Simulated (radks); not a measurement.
All-electron atom: Ag in [Kr] 4d10 5s1. Method: scalar-relativistic Kohn-Sham, r2SCAN, spin-polarised, spherical densities, finite nucleus; open shells are filled with parallel spins first (spin-orbit coupling, left out, can overturn this in heavy ions); meta-GGA in the generalised Kohn-Sham scheme; Fermi nuclear charge, rms radius 4.5454 fm; computed with a radial shooting solver on a logarithmic mesh with Libxc functionals.

Radial electron density D(r) = 4 pi r^2 rho(r):

r (bohr),D(r) (e/bohr),spin D(r)
0.002224,4.986,0.000570
0.002569,6.326,0.000722
0.002966,7.986,0.000909
0.003453,10.15,0.00115
0.003988,12.65,0.00143
0.004606,15.64,0.00175
0.005319,19.17,0.00213
0.006193,23.50,0.00258
0.007152,28.14,0.00305
0.00826,33.25,0.00353
0.009615,38.98,0.00403
0.0111,44.47,0.00443
0.01282,49.71,0.00472
0.01493,54.51,0.00480
0.01724,57.93,0.00460
0.01991,59.87,0.00408
0.02318,60.08,0.00317
0.02677,58.65,0.00205
0.03092,56.13,0.000877
0.03599,53.30,-0.0000559
0.04157,51.71,-0.000226
0.04801,52.35,0.000673
0.05589,56.13,0.00290
0.06455,62.26,0.00580
0.07454,69.26,0.00833
0.08678,74.87,0.00875
0.1002,76.02,0.00537
0.1157,72.06,-0.00210
0.1337,64.26,-0.0119
0.1556,55.58,-0.0205
0.1797,50.99,-0.0220
0.2075,51.96,-0.0152
0.2416,57.16,-0.00268
0.279,61.05,0.00668
0.3223,59.16,0.00785
0.3752,49.51,0.00236
0.4333,36.31,0.000146
0.5004,24.48,0.00785
0.5825,17.65,0.0201
0.6727,16.67,0.0165
0.7769,18.19,-0.0169
0.9045,18.86,-0.0718
1.045,17.13,-0.103
1.206,13.69,-0.0772
1.404,9.633,0.0225
1.622,6.396,0.161
1.873,4.073,0.298
2.181,2.488,0.397
2.518,1.554,0.426
2.908,0.9641,0.395
3.359,0.5838,0.319
3.91,0.3253,0.220
4.516,0.1718,0.133
5.215,0.08089,0.0684
6.072,0.03119,0.0280
7.012,0.01059,0.00989
8.098,0.002953,0.00283
9.427,0.0006039,0.000589
10.89,0.0001041,0.000103

D(r) has 4 maxima, at r = 0.0219, 0.0963, 0.288, 0.876 bohr, and minima at 0.0433, 0.189, 0.646 bohr, inside which lie 2.01, 11.17, 29.00 electrons.
